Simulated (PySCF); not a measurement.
**Worked example: chemical shift, span and skew from a shielding tensor**

C₄HCl₂F, SMILES C#CC(F)=C(Cl)Cl. Atoms are numbered in the order given.

```xyz
8

C     -0.1574     3.1261     0.0000
C      0.2185     1.9732     0.0000
C      0.6859     0.6364     0.0000
F      2.0047     0.4737     0.0000
C     -0.1102    -0.4559     0.0000
Cl    -1.8143    -0.3299     0.0000
Cl     0.5574    -2.0283     0.0000
H     -0.4960     4.1464     0.0000
```

Geometry: PBE0-D3(BJ)/def2-SVP. The structure was generated by enumeration, and PubChem lists no compound with its InChIKey, so it may never have been made.

GIAO shieldings from PBE/pcSseg-1 run with PySCF, non-relativistic, no solvent. The symmetric part of the tensor of C1 has the principal values 21.0, 44.4, 177.4 ppm. The same nucleus in TMS has σ = 182.0 ppm at this level (PySCF, at its B3LYP-D3(BJ)/def2-TZVP geometry). Without spin–orbit terms, shifts of atoms bonded to Cl or Br come out too high.

Task: Work out the isotropic shielding, the ¹³C shift against TMS, the span and the skew.

Result: 
σ(iso) = (σ11 + σ22 + σ33)/3 = 80.9 ppm. δ = σ(ref) − σ(iso) = 182.0 − (80.9) = 101.1 ppm.
Span Ω = σ33 − σ11 = 156.4 ppm. Skew κ = 3(σ(iso) − σ22)/Ω = 0.70. Tumbling in solution averages the tensor to δ; in a static solid the shielding alone would spread this spin-1/2 line over Ω.
